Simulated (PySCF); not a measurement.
A structure optimised at B3LYP-D3(BJ)/def2-TZVP, used in a PySCF frequency run:

```
Te
Cl 1 2.3399
```
Charge 0, spin multiplicity 2.

**Question.** Write its SMILES, formula and point group.

**Answer.** Cl[Te], ClTe, C∞v

**Question.** What are its rotational constants (standard atomic weights)?

**Answer.** 3.3272 GHz (linear rotor, B only)
